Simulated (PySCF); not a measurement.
SMILES [SiH3]CCB (C2H9BSi) (GFN2-xTB optimised geometry):

```
13

B      1.648    -0.250     1.307
C      0.937    -0.739     0.000
C     -0.596    -0.739     0.000
Si    -1.327     1.014     0.000
H      2.789     0.005     1.279
H      1.071    -0.197     2.322
H      1.289    -1.771    -0.146
H      1.297    -0.202    -0.883
H     -0.954    -1.289     0.872
H     -0.962    -1.281    -0.877
H     -2.789     0.923     0.048
H     -0.927     1.707    -1.229
H     -0.839     1.771     1.154
```

Calculation: CAM-B3LYP/def2-TZVP in PySCF.

**Question.** What are the frontier orbital energies and the dipole moment?

**Answer.** HOMO-2 -10.58 eV, HOMO-1 -10.44 eV, HOMO -9.79 eV, LUMO -0.30 eV, LUMO+1 1.57 eV; dipole moment 0.93 D.

Meta-Löwdin charges at CAM-B3LYP/def2-TZVP: B1 0.04, C2 -0.30, C3 -0.43, Si4 0.52, H5 0.01, H6 0.01, H7 0.14, H8 0.12, H9 0.11, H10 0.11, H11 -0.10, H12 -0.11, H13 -0.11.
